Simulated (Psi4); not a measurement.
A dimer, H4BN ··· CH4O (SMILES BN and CO); the first 6 atoms form monomer A.

```
12

B     -0.6842     0.0335    -0.0043
N      0.7017    -0.0349     0.0044
H     -1.3149    -0.9786    -0.0262
H     -1.2103     1.1039     0.0105
H      1.2948     0.7785     0.0226
H      1.2128    -0.9023    -0.0070
C     -0.8788     0.0113    -3.6571
O      0.4289    -0.0137    -3.1025
H     -1.4688    -0.8646    -3.3651
H     -0.7616     0.0003    -4.7398
H     -1.4287     0.9172    -3.3790
H      0.3576    -0.0052    -2.1431
```

Problem. What interaction energy does SAPT0/jun-cc-pVDZ, frozen core in Psi4 1.11 give, and which attractive term is the largest?

Solution. Total -1.37 kcal/mol: electrostatics -4.88, exchange 7.72, induction -1.86, dispersion -2.35. The most attractive term is electrostatics.
